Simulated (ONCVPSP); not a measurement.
**chlorine (Cl): ONCV pseudisation with PBE, scalar-relativistic reference atom.**

The input file (ONCVPSP 4.0.1):

```
# ATOM AND REFERENCE CONFIGURATION
# atsym  z   nc   nv     iexc    psfile
  Cl 17.00    3    2        4      upf
#
#   n    l    f
    1    0    2.00
    2    0    2.00
    2    1    6.00
    3    0    1.00
    3    1    6.00
#
# PSEUDOPOTENTIAL AND OPTIMIZATION
# lmax
    1
#
#   l,   rc,      ep,       ncon, nbas, qcut
    0    1.10    0.00    4    8    6.70
    1    1.10    0.00    3    6    7.40
#
# LOCAL POTENTIAL
# lloc, lpopt,  rc(5),   dvloc0
    4    5    0.80    0.00
#
# VANDERBILT-KLEINMAN-BYLANDER PROJECTORs
# l, nproj, debl
    0    3    0.80
    1    3    1.60
#
# MODEL CORE CHARGE
# icmod, fcfact, rcfact
    3    4.00    1.75
#
# LOG DERIVATIVE ANALYSIS
# epsh1, epsh2, depsh
   -2.00    5.00    0.02
#
# OUTPUT GRID
# rlmax, drl
    6.00    0.01
#
# TEST CONFIGURATIONS
# ncnf
    4
# nvcnf
#   n    l    f
    2
    3    0    2.00
    3    1    5.00
#
    2
    3    0    2.00
    3    1    4.00
#
    2
    3    0    2.00
    3    1    3.00
#
    2
    3    0    2.00
    3    1    2.00
#
```

Command:

```bash
oncvpsp.x < Cl.dat > Cl.out
```

Resulting log (shortened: citation, most of the input echo, consistency checks and plot data are left out):

```
ONCVPSP  (Optimized Norm-Conservinng Vanderbilt PSeudopotential)
scalar-relativistic version 4.0.1

#   n    l    f        energy (Ha)
    1    0    2.00    -1.0115939E+02
    2    0    2.00    -9.3365921E+00
    2    1    6.00    -7.0917689E+00
    3    0    1.00    -7.8450552E-01
    3    1    6.00    -3.3585091E-01

Reference configufation results
  iterations    23
  all-electron total energy (Ha)   -4.60986679D+02

Begin loop to  construct optimized pseudo wave functions
and semi-local pseudopoentials for all angular momenta

   Wellstate for l =  0  n =  4
     eigenvalue =   0.0155
     asymptotic potential =   0.5155
     half-point radius = 14.3467

   Wellstate for l =  0  n =  5
     eigenvalue =   0.8155
     asymptotic potential =   1.3155
     half-point radius =  5.7281

Calculating optimized projector #   1

 for l=   0

    Fraction of norm inside rc  0.233810
    Optimizing pswf for qcut=   6.71 a_B^-1,  ecut=  22.49 Ha
    Residual kinetic energy error=  5.75D-04 Ha

    Energy error per electron        Cutoff
         Ha          eV             Ha
         0.01000     0.27211       11.26
         0.00100     0.02721       16.39
         0.00010     0.00272      128.18
         0.00001     0.00027      156.69

Calculating optimized projector #   2

 for l=   0

    Fraction of norm inside rc  0.016799
    Optimizing pswf for qcut=   6.71 a_B^-1,  ecut=  22.49 Ha
    Residual kinetic energy error=  4.55D-05 Ha

    Energy error per electron        Cutoff
         Ha          eV             Ha
         0.01000     0.27211        6.59
         0.00100     0.02721       13.29
         0.00010     0.00272       19.59
         0.00001     0.00027      158.14

Calculating optimized projector #   3

 for l=   0

    Fraction of norm inside rc  0.040804
    Optimizing pswf for qcut=   6.71 a_B^-1,  ecut=  22.49 Ha
    Residual kinetic energy error=  4.00D-04 Ha

    Energy error per electron        Cutoff
         Ha          eV             Ha
         0.01000     0.27211       11.86
         0.00100     0.02721       19.34
         0.00010     0.00272       45.39
         0.00001     0.00027      240.95

   Wellstate for l =  1  n =  4
     eigenvalue =   1.2641
     asymptotic potential =   1.7641
     half-point radius =  2.8697

   Wellstate for l =  1  n =  5
     eigenvalue =   2.8641
     asymptotic potential =   3.3641
     half-point radius =  3.1153

Calculating optimized projector #   1

 for l=   1

    Fraction of norm inside rc  0.160675
    Optimizing pswf for qcut=   7.39 a_B^-1,  ecut=  27.30 Ha
    Residual kinetic energy error=  1.92D-04 Ha

    Energy error per electron        Cutoff
         Ha          eV             Ha
         0.01000     0.27211        5.30
         0.00100     0.02721        8.23
         0.00010     0.00272       74.71

Calculating optimized projector #   2

 for l=   1

    Fraction of norm inside rc  0.108316
    Optimizing pswf for qcut=   7.39 a_B^-1,  ecut=  27.30 Ha
    Residual kinetic energy error=  4.86D-03 Ha

    Energy error per electron        Cutoff
         Ha          eV             Ha
         0.01000     0.27211        7.29
         0.00100     0.02721       77.83
         0.00010     0.00272      139.24

Calculating optimized projector #   3

 for l=   1

    Fraction of norm inside rc  0.077344
    Optimizing pswf for qcut=   7.39 a_B^-1,  ecut=  27.30 Ha
    Residual kinetic energy error=  7.10D-03 Ha

    Energy error per electron        Cutoff
         Ha          eV             Ha
         0.01000     0.27211        9.28
         0.00100     0.02721      150.83
         0.00010     0.00272      238.37

Construct Vanderbilt / Kleinmman-Bylander projectors

B matrix Hermiticity error, ll=   0
   1   2    2.0975E-05
   1   3   -6.9359E-05
   2   3    9.8256E-06

  Orthonormal projector coefficients -1.7988E+02 -1.8898E+01  6.4523E+00

B matrix Hermiticity error, ll=   1
   1   2    8.8762E-05
   1   3   -1.6754E-04
   2   3    7.6625E-05

  Orthonormal projector coefficients -8.0418E+01  1.9458E+01  3.4873E+00

Model core correction analysis
  based on d2Exc/dn_idn_j

d2excae - all-electron derivatives

   -3.624453D-02   -2.993989D-02
   -2.994075D-02   -2.740346D-02

d2excps - pseudofunction derivatives with no core correction

   -3.815739D-02   -3.144758D-02
   -3.144892D-02   -2.844729D-02

rms 2nd derivative error    1.524492E-03

rmatch, rhocmatch    0.8296    2.9564

Teter function model core charge with specified parameters

d2excps - pseudofunction derivatives with core correction

   -3.114510D-02   -2.668794D-02
   -2.668833D-02   -2.524435D-02

rms 2nd derivative error    3.599283E-03

Pseudoatom total energy  -14.640293

Diagnostic tests using Vanderbilt-Kleinman-Bylander pseudopotentials
  1 or more projectors used as specified by nproj input data

   l    rcore       rmatch      e in        delta e   norm test  slope test

   0   1.1055163   1.1390821  -0.7845055  -0.0000074   1.0000492   1.0000456
   0   1.1055163   1.1390821   0.0154945  -0.0000004   1.0002065   1.0002065
run_diag: lschvkbbe ERROR   3   1   0  60  8.15494491E-01  6.83945042E-01
   0   1.1055163   1.1390821   0.8154945  -0.1315494   0.0454159   0.0530143

   1   1.1055163   1.1390821  -0.3358509  -0.0000439   0.9999240   1.0001841
   1   1.1055163   1.1390821   1.2641491   0.0006370   0.9999627   0.9999627
   1   1.1055163   1.1390821   2.8641491   0.0013347   1.0001333   1.0001333

 Testing for bound ghosts
   n   l    E NL Schr. Eq   E Basis Diag.   E Cutoff

       0                       -9.852166    283.29  WARNING - GHOST(-)
   1   0       -0.784513       -0.754378    283.29

       1                       -6.038266    179.83  WARNING - GHOST(-)
   2   1       -0.335895       -0.261577    179.83

 Testing for highly-localized positive-energy ghosts
       l    <radius>/rc     E Basis Diag.   E Cutoff

       0        0.344171        5.387411    283.29  WARNING - GHOST(+)

       1        0.559159       42.978142    179.83  WARNING - GHOST(+)

       1        0.308319       83.779161    179.83  WARNING - GHOST(+)

Test configuration 0

   n   l     f        eae           eps        diff
   1   0  2.0000 -101.15939060
   2   0  2.0000   -9.33659213
   2   1  6.0000   -7.09176892
   3   0  1.0000   -0.78450552   -0.78451290   -7.38D-06
   3   1  6.0000   -0.33585091   -0.33589478   -4.39D-05

    Total energies and differences
      AE_ref= -4.60986679D+02  AE_tst= -4.60986679D+02  dif=  0.00D+00
      PS_ref= -1.46402931D+01  PS_tst= -1.46402931D+01  dif=  1.60D-14
      PSP excitation error= -1.60D-14

Test configuration 1

   n   l     f        eae           eps        diff
   1   0  2.0000 -101.10868280
   2   0  2.0000   -9.28644538
   2   1  6.0000   -7.04225176
   3   0  2.0000   -0.76041725   -0.76018829    2.29D-04
   3   1  5.0000   -0.31586689   -0.31583870    2.82D-05

    Total energies and differences
      AE_ref= -4.60986679D+02  AE_tst= -4.61433302D+02  dif= -4.47D-01
      PS_ref= -1.46402931D+01  PS_tst= -1.50868095D+01  dif= -4.47D-01
      PSP excitation error= -1.07D-04

Test configuration 2

   n   l     f        eae           eps        diff
   1   0  2.0000 -101.58997250
   2   0  2.0000   -9.75782389
   2   1  6.0000   -7.51474620
   3   0  2.0000   -1.17943899   -1.17918865    2.50D-04
   3   1  4.0000   -0.71388463   -0.71370968    1.75D-04

    Total energies and differences
      AE_ref= -4.60986679D+02  AE_tst= -4.60923400D+02  dif=  6.33D-02
      PS_ref= -1.46402931D+01  PS_tst= -1.45769658D+01  dif=  6.33D-02
      PSP excitation error= -4.81D-05

Test configuration 3

   n   l     f        eae           eps        diff
   1   0  2.0000 -102.16287788
   2   0  2.0000  -10.31132582
   2   1  6.0000   -8.07035097
   3   0  2.0000   -1.65066312   -1.65071137   -4.82D-05
   3   1  3.0000   -1.16439521   -1.16425829    1.37D-04

    Total energies and differences
      AE_ref= -4.60986679D+02  AE_tst= -4.59988241D+02  dif=  9.98D-01
      PS_ref= -1.46402931D+01  PS_tst= -1.36419242D+01  dif=  9.98D-01
      PSP excitation error=  6.91D-05

Test configuration 4

   n   l     f        eae           eps        diff
   1   0  2.0000 -102.81896836
   2   0  2.0000  -10.93703232
   2   1  6.0000   -8.69929363
   3   0  2.0000   -2.16371979   -2.16495945   -1.24D-03
   3   1  2.0000   -1.65791535   -1.65857215   -6.57D-04

    Total energies and differences
      AE_ref= -4.60986679D+02  AE_tst= -4.58580469D+02  dif=  2.41D+00
      PS_ref= -1.46402931D+01  PS_tst= -1.22338925D+01  dif=  2.41D+00
      PSP excitation error= -1.91D-04
```

Note: ghosts flagged at negative energy: s at -268.1 eV, p at -164.3 eV; GHOST(+) flagged for s at 146.6 eV. A true bound ghost makes a file unfit for plane-wave use.

The run took about 2.6 s on one core of a shared server CPU.
